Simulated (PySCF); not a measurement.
SiOBr2, SMILES Br[Si](Br)=O.

Coordinates come from a B3LYP-D3(BJ)/def2-SVP optimisation.

All values below come from SMD-B3LYP/6-31G* in PySCF.

Solvation free energies are E(SMD) − E(gas) at the gas-phase geometry, for 1 M in both phases. Bromine has the revised SMD18 radius of 2.60 Å. In vacuum the dipole moment is 2.81 D.

Problem. Rank water, tetrahydrofuran, n-hexane by solvation free energy, most negative first.

Solution. tetrahydrofuran (-6.9 kcal/mol), water (-6.7 kcal/mol), n-hexane (-5.4 kcal/mol)
